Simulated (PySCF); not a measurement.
## Spin-rotation constants: `CSB1OBOB(Br)O1`, CH$_{4}$B$_{3}$BrO$_{3}$S

Geometry:
```json
{"atom": "C1", "x (Å)": "-2.681", "y (Å)": "0.001", "z (Å)": "-0.040"}
{"atom": "S2", "x (Å)": "-1.447", "y (Å)": "-1.159", "z (Å)": "0.658"}
{"atom": "B3", "x (Å)": "0.079", "y (Å)": "-0.500", "z (Å)": "0.023"}
{"atom": "O4", "x (Å)": "0.100", "y (Å)": "0.592", "z (Å)": "-0.810"}
{"atom": "B5", "x (Å)": "1.263", "y (Å)": "1.077", "z (Å)": "-1.305"}
{"atom": "O6", "x (Å)": "2.435", "y (Å)": "0.472", "z (Å)": "-0.962"}
{"atom": "B7", "x (Å)": "2.430", "y (Å)": "-0.607", "z (Å)": "-0.137"}
{"atom": "Br8", "x (Å)": "4.038", "y (Å)": "-1.413", "z (Å)": "0.321"}
{"atom": "O9", "x (Å)": "1.271", "y (Å)": "-1.099", "z (Å)": "0.354"}
{"atom": "H10", "x (Å)": "-2.886", "y (Å)": "0.772", "z (Å)": "0.695"}
{"atom": "H11", "x (Å)": "-3.580", "y (Å)": "-0.573", "z (Å)": "-0.237"}
{"atom": "H12", "x (Å)": "-2.291", "y (Å)": "0.437", "z (Å)": "-0.952"}
{"atom": "H13", "x (Å)": "1.266", "y (Å)": "1.999", "z (Å)": "-2.019"}
```

Theory: GIAO BHandHLYP/pcSseg-1 magnetisability, rotational g tensor and spin-rotation constants, non-relativistic, gas phase in PySCF. Geometry: GFN2-xTB.

The calculation is non-relativistic, which matters for the atoms heavier than Zn.

(1) Give the nuclear spin-rotation constants along the inertial axes (H = +C I·J) beside the isotropic shieldings.

Results:

(1) Rotational constants 2.5683, 0.4354, 0.3732 GHz. A star marks the isotopologue with that one atom substituted, in its own axes.
| atom | isotope | Caa (kHz) | Cbb (kHz) | Ccc (kHz) | mean (kHz) | σ (ppm) |
| --- | --- | --- | --- | --- | --- | --- |
| B3 | 11B | 0.720 | 0.133 | 0.069 | 0.307 | 69.8 |
| B5 | 11B | 0.743 | 0.111 | 0.069 | 0.307 | 77.5 |
| B7 | 11B | 0.673 | 0.125 | 0.073 | 0.290 | 73.9 |
| Br8 | 79Br | 1.375 | 0.525 | 0.342 | 0.748 | 2542.7 |
| H10 | 1H | -0.240 | -0.046 | 0.004 | -0.094 | 29.6 |
| H11 | 1H | -0.087 | -0.038 | -0.028 | -0.051 | 29.9 |
| H12 | 1H | -0.222 | -0.003 | -0.033 | -0.086 | 29.1 |
| H13 | 1H | -0.254 | 0.023 | -0.035 | -0.088 | 27.7 |
| C1 | 13C* | 0.343 | 0.056 | 0.053 | 0.151 | 172.2 |
| S2 | 33S* | 0.406 | 0.107 | 0.077 | 0.197 | 612.1 |
| O4 | 17O* | -0.823 | -0.115 | -0.012 | -0.317 | 145.5 |
| O6 | 17O* | -0.773 | -0.126 | -0.020 | -0.306 | 134.6 |
| O9 | 17O* | -0.620 | -0.142 | -0.022 | -0.261 | 142.8 |

For the geometry as given, no vibrational averaging.
